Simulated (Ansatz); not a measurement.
Input for Ansatz (a first-principles code): SC-NEVPT2 on CASSCF(2,2)/cc-pV(D+d)Z on C2H6Si (SMILES C[Si]C), a point of a bond scan (R = 2.971 Å). Files ending in .json are basis or fitting sets from the Basis Set Exchange.

Ansatz 0.2 input:
```yaml
crystal:
  periodic: [false, false, false]
  atoms:
    - {symbol: Si, position_ang: [0.21503000, -0.10027787, 0.71649002]}
    - {symbol: C, position_ang: [0.53187861, 1.33369970, -0.49695968]}
    - {symbol: H, position_ang: [-1.98769683, 2.90450686, -0.59384826]}
    - {symbol: H, position_ang: [0.73055639, 1.00415396, -1.52134449]}
    - {symbol: H, position_ang: [1.32261251, 2.01106368, -0.17291591]}
    - {symbol: C, position_ang: [-0.81531610, -1.20152043, -0.44746731]}
    - {symbol: H, position_ang: [-0.09708380, -1.68306319, -1.12778542]}
    - {symbol: H, position_ang: [-1.51089903, -0.64024612, -1.07879372]}
    - {symbol: H, position_ang: [-1.35368361, -1.99657387, 0.06938554]}
basis:
  gaussian:
    orbitals: cc-pV_D+d_Z.json
    pivot_positions_ang: [[0.21503000, -0.10027787, 0.71649002], [0.53187861, 1.33369970, -0.49695968], [-1.98769683, 2.90450686, -0.59384826], [0.73055639, 1.00415396, -1.52134449], [1.32261251, 2.01106368, -0.17291591], [-0.81531610, -1.20152043, -0.44746731], [-0.09708380, -1.68306319, -1.12778542], [-1.51089903, -0.64024612, -1.07879372], [-1.35368361, -1.99657387, 0.06938554]]
magnetization: {spin_polarized: false}
correlation: {method: sc_nevpt2, electrons: outside_noble_gas, active_space: {window: {electrons: 2, orbitals: 2}}}
output: {orbitals: {seedname: ./end}}
```

The log:

```
WARN ansatz: RAYON_NUM_THREADS=1 ignored (pool sized by the plan → 1); use --threads N
Functional definition: HF
integrals: 0.03 GiB planned
892 factors; integrals over basis functions are off by at most 2.6e-4 eV
mean field: 0.16 GiB planned
mean field evaluation 1: about -10005.8646 eV, gradient 3.2e1 eV
mean field evaluation 2: about -10005.8647 eV, gradient 3.2e1 eV
mean field evaluation 4: about -10010.2448 eV, gradient 4.4e0 eV
mean field evaluation 8: about -10010.4509 eV, gradient 1.7e-1 eV
mean field evaluation 16: about -10007.6084 eV, gradient 3.3e-2 eV
mean field -10010.45163928 eV, -367.8773124156 hartree, gradient 2.3e-6 eV, S^2 0.000000; 2 other end points of the search recorded, 0 dependent functions left out; unrestricted orbitals would lower it
reference -10010.45163928 eV, -367.8773124156 hartree; 16, 16 occupied and 65, 65 virtual orbitals, 892 factors
configuration interaction: 0.20 GiB planned
configuration interaction: 0.00 GiB planned
state -10013.45708774 eV, -367.9877606094 hartree
state -10013.45708774 eV, -367.9877606094 hartree; corrected -10022.93794185 eV, -368.3361755718 hartree
Total energy: -10022.93794185 eV, -368.3361755718 hartree
```

Self-consistency was reached.

Cost: roughly 4 core-seconds.
